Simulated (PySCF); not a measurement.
Nuclear quadrupole coupling in `[SiH3]O[SiH](O[SiH3])O[SiH2]P`

Compound: H₁₁O₃PSi₄.
Numbering: `[SiH3:1][O:2][SiH:3]([O:4][SiH3:5])[O:6][SiH2:7][PH2:8]` (hydrogens: H9, H10, H11 on Si1; H12 on Si3; H13, H14, H15 on Si5; H16, H17 on Si7; H18, H19 on P8)

Cartesian coordinates in Å at the PBE0-D3(BJ)/def2-SVP level; atoms count from 1:
```xyz
19
H11O3PSi4 angstrom
Si    -1.5408   -2.2150   -0.6101
O     -1.2018   -1.4610    0.8293
Si    -0.6441   -0.1013    1.5656
O     -1.4962    1.2010    1.0372
Si    -2.1237    2.0068   -0.2700
O      0.9504    0.0990    1.2061
Si     2.0438    0.0064   -0.0421
P      4.1061   -0.0351    0.8669
H     -0.8324   -3.5254   -0.6564
H     -1.0832   -1.3647   -1.7529
H     -3.0112   -2.4341   -0.7219
H     -0.7991   -0.2243    3.0227
H     -2.9150    1.0628   -1.1175
H     -3.0101    3.0962    0.2241
H     -1.0217    2.5871   -1.0942
H      1.8496   -1.2675   -0.8033
H      1.8255    1.1537   -0.9750
H      4.7273    0.0434   -0.4201
H      4.1454    1.3790    1.0700
```

Field gradients from the PBE0/pcSseg-1 density (PySCF, non-relativistic), principal values in atomic units, ordered |Vxx| ≤ |Vyy| ≤ |Vzz|:

| atom | Vxx | Vyy | Vzz |
| --- | --- | --- | --- |
| O2 | -0.4601 | -0.6643 | 1.1244 |
| O4 | -0.4495 | -0.6679 | 1.1174 |
| O6 | -0.4055 | -0.6872 | 1.0927 |

**Question.** Find the asymmetry η = (Vxx − Vyy)/Vzz and the couplings χ = eQV/h (234.96 MHz × Q in barn × V in au), with Q(17O) = −0.0256 b.

**Answer.** 
| atom | environment | nucleus | η | χzz (MHz) | χxx (MHz) | χyy (MHz) |
| --- | --- | --- | --- | --- | --- | --- |
| O2 | siloxane oxygen | 17O | 0.18 | -6.76 | 2.77 | 4.00 |
| O4 | siloxane oxygen | 17O | 0.20 | -6.72 | 2.70 | 4.02 |
| O6 | siloxane oxygen | 17O | 0.26 | -6.57 | 2.44 | 4.13 |

The tensor is traceless: Vxx + Vyy + Vzz = 0.

**Question.** What is Vzz at O2 in SI units (1 au = 9.71736 × 10²¹ V/m²)?

**Answer.** 1.1244 au = 10.926 × 10²¹ V/m².

**Question.** And the gradient at the other heavy atoms, for which no coupling is worked out here?

**Answer.** 
```json
{"atom": "Si1", "environment": "oxygen-bound silicon", "Vzz (au)": "0.574", "η": "0.10"}
{"atom": "Si3", "environment": "oxygen-bound silicon", "Vzz (au)": "-0.528", "η": "0.11"}
{"atom": "Si5", "environment": "oxygen-bound silicon", "Vzz (au)": "0.572", "η": "0.08"}
{"atom": "Si7", "environment": "oxygen-bound silicon", "Vzz (au)": "0.474", "η": "0.50"}
{"atom": "P8", "environment": "three-coordinate phosphorus", "Vzz (au)": "-0.979", "η": "0.47"}
```

Were the hydrogens deuterons (Q(2H) = 0.00286 b), χzz would run from 91 kHz (H16, H10, H13 and H17) to 114 kHz (H19).

One conformer (not necessarily the lowest) at the PBE0-D3(BJ)/def2-SVP geometry, without solvent, vibrations or thermal averaging. The small basis limits the accuracy of the gradients.
